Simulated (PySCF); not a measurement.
# Simulated absorption spectrum

C3H8N2Si.
Geometry (GFN2-xTB, Å), atoms numbered from 1 in this order:
```
atom  x, y, z in Å
N1    -1.7560   -1.2653   -0.5408
Si2   -0.9869   -0.0772    0.4464
N3    -1.4393    1.4161   -0.2883
C4     0.8785   -0.0585    0.4270
C5     2.0483   -0.1773    0.9924
C6     2.0962    0.0781   -0.4719
H7    -1.6401   -2.2343   -0.2954
H8    -1.6873   -1.1566   -1.5403
H9    -1.4507   -0.3554    1.8117
H10   -2.4171    1.5670   -0.4751
H11   -1.0201    2.2650    0.0533
H12    2.6478   -0.3321    1.8562
H13    2.3498   -0.7284   -1.1533
H14    2.3764    1.0585   -0.8439
```

Method: TDDFT wB97X-D/def2-SVPD, vertical, gas phase, core orbitals frozen in the response (PySCF).

Computed states:

```tsv
state	E (eV)	f
S1	5.56	0.0084
S2	5.92	0.170
S3	6.50	0.016
S4	6.72	0.021
S5	7.07	0.0042
S6	7.19	0.020
S7	7.33	0.015
S8	7.48	0.022
```

Each state is given a Gaussian of 0.25 eV full width at half maximum, with ε(max) = 2.175×10⁸ f / Δν̃ (Δν̃ the width in cm⁻¹). The width is an assumption, not a result. The curve ends short of the highest state used, and states not computed would add to its high-energy end.

(1) Give the broadened spectrum and its maxima.

(2) On this curve, what absorbance would a 10⁻⁴ mol/L sample give at 193 nm over a 1 cm path?

(3) Coming from long wavelengths, where does ε first pass 100 L mol⁻¹ cm⁻¹?

Results:

(1) 
| E (eV) | ε (L mol⁻¹ cm⁻¹) |
| --- | --- |
| 5.18 | 2 |
| 5.23 | 7 |
| 5.28 | 28 |
| 5.33 | 87 |
| 5.38 | 216 |
| 5.43 | 429 |
| 5.47 | 635 |
| 5.52 | 855 |
| 5.57 | 970 |
| 5.62 | 1077 |
| 5.67 | 1590 |
| 5.72 | 3221 |
| 5.76 | 5772 |
| 5.81 | 10432 |
| 5.86 | 15362 |
| 5.91 | 18183 |
| 5.96 | 17253 |
| 6.01 | 13115 |
| 6.06 | 7987 |
| 6.10 | 4580 |
| 6.15 | 1878 |
| 6.20 | 644 |
| 6.25 | 268 |
| 6.30 | 327 |
| 6.35 | 646 |
| 6.39 | 1028 |
| 6.44 | 1545 |
| 6.49 | 1951 |
| 6.54 | 2182 |
| 6.59 | 2334 |
| 6.64 | 2500 |
| 6.68 | 2585 |
| 6.73 | 2462 |
| 6.78 | 2004 |
| 6.83 | 1368 |
| 6.88 | 837 |

Maxima: 209 nm (5.92 eV), ε about 18000, made up of S2 (100%); 185 nm (6.69 eV), ε about 2600, made up of S3 (15%) and S4 (85%) (ε in L mol⁻¹ cm⁻¹; maxima over ε = 5, shares over 10%).

(2) 193 nm is 6.424 eV, where ε is about 1400 L mol⁻¹ cm⁻¹, so A = ε c l ≈ 0.14 (Beer–Lambert, with the gas-phase spectrum and the assumed width).

(3) At about 232 nm (5.34 eV), 0.22 eV below S1.

One conformer stands for the species.
